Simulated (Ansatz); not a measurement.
Consider the hydrogenolysis of a C–C bond: `CC(F)OC(F)F` + H₂ → `FCOC(F)F` + CH₄.

Calculated with Ansatz (gas phase, PBE0-D4/def2-TZVP geometries, no zero-point term in ΔE). CCSD(T)/CBS is the MP2 limit (def2-TZVPP, def2-QZVPP) plus CCSD(T) − MP2 in def2-TZVPP, frozen cores. This one scheme is used for every species. Functionals use def2-TZVPP. HSE06 is defined as in plane-wave codes. Each species was taken in one conformer, which may not be the lowest.

`CC(F)OC(F)F`:

Cartesian coordinates in Å:
```
C -0.396 0.842 1.538
C -0.518 0.055 0.271
F -1.506 0.599 -0.526
O 0.695 0.124 -0.413
C 0.806 -0.712 -1.487
F 1.922 -0.369 -2.131
F 0.945 -1.995 -1.072
H -1.353 0.848 2.060
H -0.104 1.867 1.304
H 0.361 0.393 2.182
H -0.802 -0.989 0.441
H -0.050 -0.664 -2.167
```

H₂:

```xyz
2

H     0.355   -0.070    0.089
H    -0.355    0.070   -0.089
```

`FCOC(F)F`:

Z-matrix (Å, degrees):
```
C
O 1 1.385
F 1 1.372 2 110.3
H 1 1.094 2 111.8 3 -119.7
H 1 1.089 2 106.5 3 117.7
C 2 1.368 1 115.2 3 73.0
F 6 1.332 2 106.7 1 -172.6
F 6 1.354 2 110.3 1 70.4
H 6 1.094 2 113.4 1 -51.2
```

CH₄:

```xyz
5

C     0.000    0.000    0.000
H     0.225    0.947   -0.490
H     0.846   -0.677   -0.112
H    -0.884   -0.444   -0.457
H    -0.187    0.175    1.059
```

**Question.** Is it downhill or uphill in electronic energy at CCSD(T)/CBS, and by how much? (Estimate.)

**Answer.** Ansatz gave: Downhill: ΔE = -39.1 kJ/mol.

**Question.** What do these levels give: PBE-QIDH, r2SCAN, HSE06, CCSD(T)/def2-SVP, MP2/def2-TZVPP, CCSD/CBS(def2)? (An estimate is asked.)

**Answer.** Ansatz gave: PBE-QIDH -42.5, r2SCAN -39.8, HSE06 -45.8, CCSD(T)/def2-SVP -38.5, MP2/def2-TZVPP -38.8, CCSD/CBS(def2) -42.6 kJ/mol.

Largest T1 diagnostic among the species: 0.012.

The D4 term adds +7.0 kJ/mol with B3LYP and +3.9 kJ/mol with PBE0; it sums over pairs of atoms, weighted by their polarisabilities, and B3LYP, whose exchange is more repulsive, gets the larger term. Leaving LDA and LC-ωPBE aside and taking each functional with its dispersion term where it has one, the values, not all of them listed here, spread over 9.5 kJ/mol, from B2PLYP to revPBE-D4. LDA lies +12.9 kJ/mol from PBE without D4. In def2-TZVPP, CCSD(T) changes the Hartree–Fock value by +16.9 kJ/mol (the triples alone add +3.6 kJ/mol) and MP2 by +19.2 kJ/mol.

B3LYP here is the variant with VWN-RPA as its local correlation; programs differ in this.
